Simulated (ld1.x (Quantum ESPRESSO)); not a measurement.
## palladium TM: all-electron and pseudo phase curves

Pd, norm-conserving Troullier–Martins (Kleinman–Bylander form), made with ld1.x (Quantum ESPRESSO) 7.5 (LDA (PZ), scalar-relativistic). Core [Ar] 3d10, reference 4s2 4p6 4d7 5s0 5p0 (charge +3). Waves: 4p (bound): rc 1.10 bohr; 4d (bound): rc 1.95 bohr; 4s (bound): rc 0.95 bohr. Local part: the s channel. Core correction: none.

The phase is arctan(r·u′/u) with u = r·R(r), unwrapped; energies in Ry, scanned from -11 to 5 Ry. A pole is an energy at which the radial function vanishes at the test radius. The pseudo phase is shifted by a multiple of π to meet the all-electron one at the reference energy, and phase errors are pseudo minus all-electron; the curves can meet again beyond the range given. Levels narrower than the energy grid can be missing from the lists of poles.

Task: For each channel, where are the poles, and over which energies does the pseudopotential scatter like the atom?

Result:

| channel | radius (bohr) | reference energy (Ry) | poles, all-electron | poles, pseudo | unbroken range about the reference energy with phases within 0.05 rad | phase error 1 Ry above the reference energy (rad) |
| --- | --- | --- | --- | --- | --- | --- |
| s | 2.15 | -9.27 | -9.20, 1.99 | -9.20, 1.79 | below -2.4 | -0.000 |
| p | 2.15 | -6.73 | -6.58, 3.68 | -6.58, 3.34 | below -1.4 | -0.000 |
| d | 2.15 | -3.08 | -2.54 | -2.54 | below 1.0 | +0.001 |

Phases in the s channel:

```
E (Ry)  all-electron  pseudo
-11.00         1.389   1.389
-10.76         1.384   1.384
-10.52         1.377   1.377
-10.28         1.369   1.369
-10.04         1.358   1.358
 -9.80         1.337   1.337
 -9.56         1.281   1.281
 -9.32        -0.529  -0.536
 -9.08        -1.668  -1.668
 -8.84        -1.720  -1.720
 -8.60        -1.740  -1.740
 -8.36        -1.753  -1.753
 -8.12        -1.763  -1.763
 -7.88        -1.772  -1.772
 -7.64        -1.780  -1.780
 -7.40        -1.788  -1.789
 -7.16        -1.797  -1.797
 -6.92        -1.806  -1.806
 -6.68        -1.815  -1.815
 -6.44        -1.825  -1.825
 -6.20        -1.835  -1.836
 -5.96        -1.847  -1.848
 -5.72        -1.861  -1.861
 -5.48        -1.875  -1.876
 -5.24        -1.892  -1.893
 -5.00        -1.911  -1.913
 -4.76        -1.934  -1.935
 -4.52        -1.960  -1.962
 -4.28        -1.992  -1.994
 -4.04        -2.031  -2.034
 -3.80        -2.079  -2.083
 -3.56        -2.140  -2.147
 -3.32        -2.221  -2.231
 -3.08        -2.332  -2.346
 -2.84        -2.485  -2.508
 -2.60        -2.702  -2.738
 -2.36        -2.995  -3.046
 -2.12        -3.342  -3.401
 -1.88        -3.671  -3.726
 -1.64        -3.930  -3.974
 -1.40        -4.116  -4.150
 -1.16        -4.248  -4.275
 -0.92        -4.344  -4.366
 -0.68        -4.416  -4.434
 -0.44        -4.471  -4.488
 -0.20        -4.516  -4.530
  0.04        -4.552  -4.565
  0.28        -4.582  -4.594
  0.52        -4.608  -4.619
  0.76        -4.630  -4.641
  1.00        -4.650  -4.660
  1.24        -4.667  -4.678
  1.48        -4.683  -4.694
  1.72        -4.697  -4.708
  1.96        -4.711  -4.722
  2.20        -4.723  -4.735
  2.44        -4.736  -4.747
  2.68        -4.747  -4.759
  2.92        -4.758  -4.771
  3.16        -4.769  -4.783
  3.40        -4.780  -4.795
  3.64        -4.791  -4.807
  3.88        -4.802  -4.819
  4.12        -4.814  -4.833
  4.36        -4.826  -4.846
  4.60        -4.838  -4.862
  4.84        -4.851  -4.878
```
